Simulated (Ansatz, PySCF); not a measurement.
Mo(O)2(OH)2 anion (H2MoO4), SMILES [Mo](=[O])([OH])([OH])=[O] (connectivity only; charge and spin as stated), charge -1, multiplicity 2. Atoms are numbered in the order given.

```xyz
7

Mo     0.0000     0.0000     0.1005
O     -0.6605    -1.3108     1.0265
O      0.6605     1.3108     1.0265
O     -1.2104     0.6099    -1.3529
H     -2.0270     1.0207    -1.0505
O      1.2104    -0.6099    -1.3529
H      2.0270    -1.0207    -1.0505
```
Charge -1, spin multiplicity 2.

Geometry: B3LYP-D3(BJ)/def2-SVPD. The spin state was assumed, not searched. The isomer is the one that the SMILES or the coordinates give; other isomers of the formula were not compared. The def2 effective core potentials stand for the cores of Mo; spin–orbit coupling is left out. The values are those of a single conformer.

Two levels are set side by side: PBE-D3(BJ)/def2-SVPD (Ansatz, a quantum-chemistry and plane-wave program) and B3LYP-D3(BJ)/def2-SVPD (Ansatz). Each level has its own optimised geometry; the coordinates shown are those of the second. Frequencies come from the Hessian of PySCF at each geometry. Differences are taken from unrounded values.

| quantity | B3LYP-D3(BJ) | PBE-D3(BJ) | PBE-D3(BJ) minus B3LYP-D3(BJ) |
|---|---|---|---|
| mean bond length (Å) | 1.562 | 1.570 | 0.008 |
| bond Mo1–O2 (Å) | 1.735 | 1.744 | 0.008 |
| bond Mo1–O3 (Å) | 1.735 | 1.744 | 0.008 |
| bond Mo1–O4 (Å) | 1.987 | 1.994 | 0.007 |
| bond Mo1–O6 (Å) | 1.987 | 1.994 | 0.007 |
| bond O4–H5 (Å) | 0.963 | 0.971 | 0.009 |
| bond O6–H7 (Å) | 0.963 | 0.971 | 0.009 |
| highest harmonic wavenumber (cm⁻¹) | 3856 | 3751 | -105 |
| mean harmonic wavenumber (cm⁻¹) | 935 | 909 | -27 |
| zero-point energy (kcal/mol) | 20.06 | 19.49 | -0.57 |

GGA bonds tend to be longer and softer than those of functionals with exact exchange. Differences between two approximate levels are no errors against the true value.
